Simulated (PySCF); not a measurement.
C3H5AlClF, SMILES C=C[CH2][Al]([F])[Cl]. Atoms are numbered in the order given.

```xyz
11

Al     0.2383    -0.1520     0.4443
C     -0.0601    -1.7113    -0.6778
C     -0.2672    -0.6816    -1.7356
C      0.6653     0.2142    -2.1363
H     -0.9154    -2.3764    -0.5258
H      0.8781    -2.2749    -0.7887
H     -1.2966    -0.5286    -2.0850
H      1.7145     0.1366    -1.8254
H      0.4106     1.0218    -2.8255
Cl    -1.3033     0.9898     1.2902
F      1.8042     0.2493     0.8488
```
Charge 0, spin multiplicity 1.

Geometry optimised at PBE0-D3(BJ)/def2-SVP. The structure was generated by enumeration; whether it is a known compound was not checked. Other conformers were not sampled.

Two levels are set side by side: PBE/pcSseg-1 (PySCF) and B3LYP/pcSseg-1 (PySCF). GIAO shifts against CFCl3 (¹⁹F), HCl (³⁵Cl), TMS (¹H), TMS (¹³C) at the same level; non-relativistic, no solvent, atoms listed together averaged. Without spin–orbit terms, shifts of atoms bonded to Cl or Br come out too high at both levels. Differences are taken from unrounded values.

```csv
quantity,B3LYP
δ(¹³C) of C2 (ppm),20.7
δ(¹³C) of C3 (ppm),157.7
δ(¹³C) of C4 (ppm),120.8
δ(¹H) of H7 (ppm),7.15
δ(³⁵Cl) of Cl10 (ppm),-48.7
δ(¹⁹F) of F11 (ppm),-198.4
```

**Question.** What does PBE give, and how far is it from B3LYP? (The exact figures need the calculation; the answer reports its results.)

**Answer.** 
```tsv
quantity	PBE	PBE minus B3LYP
δ(¹³C) of C2 (ppm)	23.8	3.0
δ(¹³C) of C3 (ppm)	154.5	-3.2
δ(¹³C) of C4 (ppm)	119.3	-1.5
δ(¹H) of H7 (ppm)	7.19	0.04
δ(³⁵Cl) of Cl10 (ppm)	-26.5	22.2
δ(¹⁹F) of F11 (ppm)	-212.9	-14.6
```

Rough cost on one machine, each run with all the roots and properties that it gave: B3LYP against PBE within a factor of 2.
